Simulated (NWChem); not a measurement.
CH$_{7}$NSi$_{2}$; SMILES C1[SiH2]N[SiH2]1

```xyz
11

C      0.0000     0.0000     1.3331
Si     1.3099     0.0000    -0.0542
N      0.0000     0.0000    -1.2344
Si    -1.3099     0.0000    -0.0542
H      0.0000     0.9013     1.9766
H      0.0000    -0.9013     1.9766
H      2.2053    -1.2151    -0.0949
H      2.2053     1.2151    -0.0949
H      0.0000     0.0000    -2.2548
H     -2.2053     1.2151    -0.0949
H     -2.2053    -1.2151    -0.0949
```
Atoms are numbered in this order, from 1.

Program: NWChem. Coordinates come from a PBE-D3(BJ)/def2-SVP optimisation. Level: B3LYP/def2-SVP with SMD (1 M gas to 1 M solution), gas-phase geometry. Reactions with the solvent are ignored.

For solvent water:

- solvation free energy (kcal/mol) = 1.7
- cavity-dispersion-structure term (kcal/mol) = 3.7

Estimate the same quantities for solvent benzene.

The solvation free energy (kcal/mol) comes out as -1.5 and the cavity-dispersion-structure term (kcal/mol) is -0.4.
